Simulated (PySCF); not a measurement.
Polarisability and C₆ of Cr²⁺ (chromium, charge +2)

[Ar] 3d4, high-spin 5D determinant. Computed with PySCF 2.14 in aug-cc-pVTZ-DK (8s7p5d3f2g, 93 functions), with scalar relativity by spin-free X2C-1e. Coupled (time-dependent) response in atomic units; α is the mean over directions.

```
method  mean α (bohr³)         α xx, yy, zz  C₆ (like pair)  S(−4)
  TPSS           4.610  4.279, 4.279, 5.271           13.87  14.51
  BP86           4.720  4.388, 4.388, 5.385           14.19  15.39
```

S(−4) is the Cauchy moment in α(ω) = α(0) + S(−4) ω² + …

α(iu) at TPSS:

| u (hartree) | α(iu) (bohr³) |
| --- | --- |
| 0 | 4.610 |
| 0.0500 | 4.574 |
| 0.100 | 4.473 |
| 0.200 | 4.139 |
| 0.300 | 3.745 |
| 0.500 | 3.054 |
| 0.750 | 2.440 |
| 1.00 | 2.009 |
| 1.50 | 1.439 |
| 2.00 | 1.078 |
| 3.00 | 0.6616 |
| 5.00 | 0.3174 |

For an ion, C₆ is the dispersion term alone; charge-induced terms of lower order in 1/R come first.

The components differ because the open shell of this determinant is not spherical; for a pure term their mean is the scalar polarisability.
